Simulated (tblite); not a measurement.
Compound: C₄H₈F₂O₂.
Cartesian coordinates in Å at the GFN2-xTB level; atoms count from 1:
```
atom  x, y, z in Å
C1     2.7984   -0.3158   -0.5282
O2     1.7038    0.0070    0.3157
C3     0.4931    0.0459   -0.3145
F4     0.1429   -1.2343   -0.7416
C5    -0.5650    0.5630    0.6663
O6    -1.7403    1.0038    0.0119
C7    -2.6750    0.0305   -0.2413
F8    -3.2687   -0.3886    0.9280
H9     2.6979   -1.3270   -0.9305
H10    3.6852   -0.2554    0.0971
H11    2.8733    0.3995   -1.3541
H12    0.5053    0.6523   -1.2391
H13   -0.7853   -0.2150    1.4033
H14   -0.1480    1.4328    1.1763
H15   -3.4609    0.4840   -0.8543
H16   -2.2643   -0.8738   -0.7120
```

Calculated harmonic vibrations of the isolated species, GFN2-xTB (tblite), most abundant isotopes, no scaling. Against measured fundamentals such values can be off by several per cent, at times by over 20. One conformer, not necessarily the lowest.

Harmonic wavenumbers (cm⁻¹): 35.6, 58.1, 108.8, 127.0, 183.3, 207.4, 281.8, 311.9, 449.0, 494.4, 544.2, 568.4, 830.4, 960.4, 962.3, 1006.4, 1012.7, 1045.2, 1099.0, 1120.0, 1127.2, 1138.1, 1171.1, 1203.4, 1256.7, 1268.0, 1306.1, 1321.5, 1327.1, 1397.7, 1423.0, 1434.2, 1458.9, 1474.2, 2831.6, 2907.6, 2934.3, 2958.9, 2962.5, 2966.0, 3000.3, 3044.0.

A = 5452, B = 919.3, C = 866.8 MHz; mass 126.049 u (most abundant isotopes); point group C1, symmetry number 1.

Q: What is the zero-point energy?

A: ½Σν̃ = 26659 cm⁻¹ = 318.92 kJ/mol.

Q: Entropy at 500 K, 1 bar (ideal gas, RRHO, classical rotation)?

A: Translation 179.92, rotation 126.50, vibration 183.82: S = 490.3 J/(mol K).

Q: And Cp and H(500 K) − H(0)?

A: Cp = 202.10 J/(mol K), of which vibrations give 168.84 (their classical limit is 42 R = 349.2); H(500 K) − H(0) = 61.27 kJ/mol without the zero-point energy, 44.64 from vibrations.

Q: Which modes carry the vibrational entropy at 500 K?

A: 35.6 cm⁻¹: 27.26; 58.1 cm⁻¹: 23.20; 108.8 cm⁻¹: 18.00; 127.0 cm⁻¹: 16.73; 183.3 cm⁻¹: 13.73; 207.4 cm⁻¹: 12.73 J/(mol K); the other 36 give 72.17 together.

Q: Blend soft modes into free rotors: weight 1/[1 + (100 cm⁻¹/ν̃)⁴] for the oscillator and the rest for a rotor with moment μB/(μ + B), μ = h/(8π²ν), B = 10⁻⁴⁴ kg m². What vibrational entropy results?

A: 165.90 J/(mol K) in place of 183.82, which changes −T·S at 500 K by +8.96 kJ/mol.

Q: What must be added to the electronic energy to get the Gibbs energy at 500 K and 1 bar?

A: ZPE + [H(500 K) − H(0)] − T·S = 318.92 + 61.27 − 245.13 = 135.06 kJ/mol.

Hindered rotation and anharmonicity are outside this model. Other conformers, if any are populated, would add a mixing term that is left out. The structure is chiral; the term R ln 2 for an equal mix with its mirror image is left out.
